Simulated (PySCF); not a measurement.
**Electronic structure of S⁺ (sulfur, charge +1) at the UHF level**

Configuration: [Ne] 3s2 3p3, high-spin 4S determinant. Computed with PySCF 2.14 in x2c-TZVPall, with the spin-free X2C one-electron Hamiltonian (Gaussian nucleus).

| Quantity | Value |
| --- | --- |
| Total energy | -398.245528 hartree |
| One-electron energy | -544.4013 hartree |
| Hartree (Coulomb) energy | 171.0562 hartree |
| Exchange energy | -24.9004 hartree |
| ⟨S²⟩ | 3.7506 |
| ⟨L²⟩ | 0.000 |
| Sum of ⟨r⟩ | 12.75 bohr |
| Sum of ⟨r²⟩ | 20.83 bohr² |
| Langevin diamagnetic susceptibility | -16.5 ×10⁻⁶ cm³/mol |
| Time after the integrals | 0.07 s of wall time on 1 thread of Neoverse-V1 (shared host) |

```tsv
shell	electrons	mean orbital energy (hartree)	rms radius, mean of both spins (bohr)
1s α	1	-92.73713	0.112
1s β	1	-92.70334	0.112
2s α	1	-9.49295	0.516
2s β	1	-9.46076	0.516
2p α	3	-7.13305	0.491
2p β	3	-7.07334	0.491
3s α	1	-1.41766	1.78
3s β	1	-1.07313	1.78
3p α	3	-0.86187	2.04
```

Densities and radii are taken from the X2C orbitals without a picture-change correction, which distorts them close to the nucleus.
